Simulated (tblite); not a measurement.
C4H12OP2Si.
Numbering: `[OH:1][CH2:2][CH2:3][CH2:4]/[P:5]=[P:6]/[CH2:7][SiH3:8]` (hydrogens: H9 on O1; H10, H11 on C2; H12, H13 on C3; H14, H15 on C4; H16, H17 on C7; H18, H19, H20 on Si8)

Computed geometry: GFN2-xTB, gas phase.

Problem. Give the optimised bond lengths and angles.

Solution. 
```json
{"bond": "O1–C2", "length (Å)": "1.406", "order": "single"}
{"bond": "C2–C3", "length (Å)": "1.528", "order": "single"}
{"bond": "C3–C4", "length (Å)": "1.526", "order": "single"}
{"bond": "C4–P5", "length (Å)": "1.872", "order": "single"}
{"bond": "P5=P6", "length (Å)": "2.032", "order": "double"}
{"bond": "P6–C7", "length (Å)": "1.849", "order": "single"}
{"bond": "C7–Si8", "length (Å)": "1.912", "order": "single"}
{"bond": "O1–H9", "length (Å)": "0.964", "order": "single"}
{"bond": "C2–H10, C2–H11", "length (Å)": "1.098", "order": "single"}
{"bond": "C3–H12, C3–H13", "length (Å)": "1.094", "order": "single"}
{"bond": "C4–H14, C4–H15", "length (Å)": "1.093", "order": "single"}
{"bond": "C7–H16, C7–H17", "length (Å)": "1.090", "order": "single"}
{"bond": "Si8–H18, Si8–H19, Si8–H20", "length (Å)": "1.464", "order": "single"}
```

Bonds in one row agree within 0.01 Å and their mean is given. Orders are formal, as drawn. A selection of angles:
```json
{"angle": "O1–C2–C3", "degrees": "113.0"}
{"angle": "C2–C3–C4", "degrees": "111.7"}
{"angle": "C3–C4–P5", "degrees": "112.0"}
{"angle": "C4–P5–P6", "degrees": "98.8"}
{"angle": "P5–P6–C7", "degrees": "100.6"}
{"angle": "P6–C7–Si8", "degrees": "111.2"}
{"angle": "H9–O1–C2", "degrees": "108.8"}
```

Torsions: O1–C2–C3–C4 179° (antiperiplanar); C2–C3–C4–P5 -66° (synclinal); C3–C4–P5–P6 113° (anticlinal); C4–P5–P6–C7 -179° (antiperiplanar); P5–P6–C7–Si8 92° (anticlinal); H9–O1–C2–C3 58° (synclinal). The mirror-image conformer, all signs reversed, is as good.

The 2 C–P bonds span 1.849 Å (P6–C7, drawn single) to 1.872 Å (C4–P5, drawn single), a spread of 0.023 Å. P5 (phosphorus bonded to C and P) is bent (angle 98.8°). Of the pairs four or more bonds apart, P5···H11 is among the closest relative to their van der Waals radii: 2.84 Å, 95 % of the sum of Bondi's values. Si8 (SiH3 silicon) is tetrahedral (angles from 107.6° to 110.8°).

Point group: C1 (no symmetry element, even within 0.4 Å). Its GFN2-xTB frequencies are all real (lowest 25 cm⁻¹). One conformer, not necessarily the lowest (H–O1–C2–C3 58°, O1–C2–C3–C4 179°, C2–C3–C4–P5 -66°, C3–C4–P5–P6 113°, P5–P6–C7–Si8 92°). 3 starts were optimised and ended at 0.00, 0.26 and 0.75 kcal/mol (GFN2-xTB); the lowest of these is shown.
